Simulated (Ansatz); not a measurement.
C$_{5}$H$_{4}$OS, SMILES `O=Cc1cccs1`, relaxed with RKS PBE-D4/def2-SVP in the Gaussian-basis code of Ansatz from a rough embedded geometry. The force threshold is 0.03 eV/Å; the program also tests the step.

The species carries charge 0 and has multiplicity 1.

Start:

```xyz
11

O     2.626    1.452   -0.967
C     1.409    1.501   -0.606
C     0.559    0.395   -0.168
C    -0.807    0.449    0.074
C    -1.290   -0.840    0.492
C    -0.356   -1.813    0.408
S     1.162   -1.181   -0.125
H     0.884    2.472   -0.675
H    -1.401    1.404    0.149
H    -2.332   -0.995    0.797
H    -0.455   -2.844    0.620
```

```
step  energy (eV)  largest force (eV/Å)  largest move (Å)
   1  -18109.9869                 3.023             0.000
   2  -18110.1179                 1.417             0.119
   3  -18110.2538                 1.007             0.092
   4  -18110.2785                 0.142             0.034
   5  -18110.2799                 0.068             0.011
   6  -18110.2804                 0.010             0.006
```

End:

```xyz
11

O     2.597    1.414   -0.936
C     1.416    1.519   -0.639
C     0.553    0.418   -0.218
C    -0.796    0.459    0.133
C    -1.308   -0.816    0.489
C    -0.342   -1.809    0.404
S     1.189   -1.204   -0.108
H     0.879    2.515   -0.669
H    -1.381    1.390    0.128
H    -2.345   -1.007    0.797
H    -0.461   -2.879    0.620
```

Hardware: 4 threads of a server CPU on a shared host. Wall time 5.5 s, peak host memory 0.19 GiB.
